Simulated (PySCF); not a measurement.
## Relative stability

The two ends of one reaction step of BHCl3F, closed shell (PBE0-D4/def2-TZVP).

A:

```xyz
6
angstrom
B -0.0023 0.7356 -0.6404
Cl 1.6515 0.1659 -0.5460
Cl -1.0696 0.0683 -1.8306
Cl -0.5310 2.0028 0.4157
H 0.4182 -1.5710 1.2487
F -0.4873 -1.4188 1.3344
```

B:

```tsv
atom	x (Å)	y (Å)	z (Å)
B1	-0.9673	0.4372	-0.1489
Cl2	2.1939	-0.6903	0.0355
Cl3	-1.1981	0.0771	-1.8331
Cl4	-0.6328	2.0510	0.4022
H5	1.6181	-1.4745	0.8672
F6	-1.0878	-0.5285	0.7346
```

Program: PySCF 2.14 with density fitting (its default auxiliary sets; JK sets also for MP2 and CCSD(T)). Basis: def2-TZVPP. Cores are frozen in the correlated methods. B3LYP uses VWN-RPA correlation.

Which structure is lower at CCSD(T), and by how much? (To be estimated.)

By the calculation: B, by 14.04 kcal/mol (electronic energy, against the other). By their contacts, A is a complex of BCl₃ ([Cl][B]([Cl])[Cl]) + HF and B is a complex of BCl₂F ([F][B]([Cl])[Cl]) + HCl.

All methods give the same order:

```
   method  E(B) − E(A) (kcal/mol)
    SPW92                  -12.77
   PBE-D4                  -12.15
r2SCAN-D4                  -14.04
  PBE0-D4                  -12.77
 B3LYP-D4                  -14.68
 BHLYP-D4                  -15.69
  wB97M-V                  -14.25
       HF                  -18.60
      MP2                  -12.01
     CCSD                  -14.91
  CCSD(T)                  -14.04
```

The T1 diagnostic stays at or below 0.011.

Labels in which every atom is bracketed show which atoms are joined, not bond orders.

For scale, one of the runs: CCSD(T)/def2-TZVPP, 202 basis functions, launched by `OMP_NUM_THREADS=4 python run.py`. Hardware: 4 CPU threads of an Arm Neoverse V2, shared host. Wall time 8.6 min; peak host memory 3 GiB.
